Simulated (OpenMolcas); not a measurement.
**How basis sets differ on C2H2BCl (SMILES C#CBCl)**

C2H2BCl has 6 atoms, charge 0, and is taken as a singlet. As SMILES, `C#CBCl`. Geometry: relaxed at GFN2-xTB.

```xyz
6

C     0.0682    1.2704   -1.0080
C     0.0620    0.3589   -0.2189
B     0.0468   -0.7930    0.7518
Cl   -1.0028   -2.0994    0.4716
H     0.0801    2.0706   -1.6909
H     0.7456   -0.8074    1.6944
```

Each level gives the HOMO–LUMO gap (eV). The values are calculated.

```tsv
level	kind	program	value (eV)
HF/ANO-R0 (sfX2C)	Hartree–Fock	OpenMolcas	12.88
HF/STO-3G	Hartree–Fock	OpenMolcas	14.35
HF/3-21G	Hartree–Fock	OpenMolcas	12.81
HF/def2-SVP	Hartree–Fock	OpenMolcas	12.82
```

The values span 12.81 to 14.35 eV. A Hartree–Fock LUMO above zero doesn't converge with the basis: it sinks as sets grow more diffuse. Orbital gaps aren't excitation energies.
